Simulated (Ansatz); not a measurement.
Cost and result for the atomization energy of CH5FGeOS (`[OH][GeH]([SH])[CH2]F`) (10 atoms, 9 bonds).

Cartesian coordinates in Å:
```
O -1.784 0.374 0.648
Ge -0.388 -0.456 -0.071
S -0.174 0.071 -2.216
C 1.280 0.142 0.792
F 1.476 1.489 0.537
H -1.786 1.313 0.444
H -0.679 -1.946 0.146
H -1.299 -0.573 -2.569
H 2.142 -0.415 0.413
H 1.212 0.000 1.875
```

The species carries charge 0 and has multiplicity 1. Correlated methods include outer-core shells of Ge, which these sets cover unevenly. Scalar relativity is left out up to krypton. The structure was optimised at the PBE0-D4/def2-TZVP level. It is one conformer, not always the lowest. Program: Ansatz. All runs use 4 threads of an Arm Neoverse V1 on a shared host. Times are those of one run each, without the atoms' runs, and a repeat can differ threefold. Electronic energies, without spin–orbit coupling; frozen cores. CCSD(T)/CBS adds CCSD(T) − MP2 in def2-TZVPP to the MP2 limit, and its time is that of the two runs behind it. T1 = 0.012. With those shells the extrapolation isn't a true limit. B3LYP takes the VWN-RPA correlation (the form of Gaussian; ORCA's B3LYP/G).

CCSD(T)/CBS is a level of theory with its own doubt, some kJ/mol a heavy atom from the limit and from the frozen cores, so smaller differences don't rank the functionals.

```csv
level,functions,wall time
PBE-D4/def2-TZVPP (with forces),253,2.7 s
PBE0-D4/def2-TZVPP,253,3.8 s
r2SCAN-D4/def2-TZVPP (with forces),253,5.5 s
B3LYP-D4/def2-TZVPP (with forces),253,5.5 s
B2PLYP/def2-TZVPP,253,6.5 s
ωB97X-V/def2-TZVPP,253,9 s
ωB97M-V/def2-TZVPP (with forces),253,13 s
MP2/def2-QZVPP,480,25 s
CCSD(T)/def2-TZVPP,253,4.3 min
CCSD(T)/CBS(def2),–,4.7 min
```

(1) What atomization energy does each give, and how far from CCSD(T)/CBS? (Estimate.)

Answers

(1) Ansatz gave: 
```csv
level,atomization (kJ/mol),difference from CCSD(T)/CBS,per bond
PBE-D4/def2-TZVPP (with forces),3430.5,49.9,5.5
PBE0-D4/def2-TZVPP,3349.5,-31.1,-3.5
r2SCAN-D4/def2-TZVPP (with forces),3378.7,-1.9,-0.2
B3LYP-D4/def2-TZVPP (with forces),3342.0,-38.6,-4.3
B2PLYP/def2-TZVPP,3316.2,-64.4,-7.2
ωB97X-V/def2-TZVPP,3385.1,4.5,0.5
ωB97M-V/def2-TZVPP (with forces),3369.0,-11.6,-1.3
MP2/def2-QZVPP,3408.2,27.6,3.1
CCSD(T)/def2-TZVPP,3290.9,-89.7,-10.0
CCSD(T)/CBS(def2),3380.6,0.0,0.0
```

The D4 term adds +35.0 kJ/mol with B3LYP and +18.5 kJ/mol with PBE0; it sums over pairs of atoms, weighted by their polarisabilities, and B3LYP, whose exchange is more repulsive, gets the larger term. In def2-TZVPP, CCSD(T) changes the Hartree–Fock value by +959.6 kJ/mol (the triples alone add +59.8 kJ/mol) and MP2 by +1024.6 kJ/mol; breaking electron pairs costs correlation energy, which Hartree–Fock lacks. From PBE to PBE0 (25 % exact exchange), in def2-TZVPP and without D4, the atomization energy moves by −77.8 kJ/mol: exact exchange takes away binding that semilocal exchange gives to molecules.
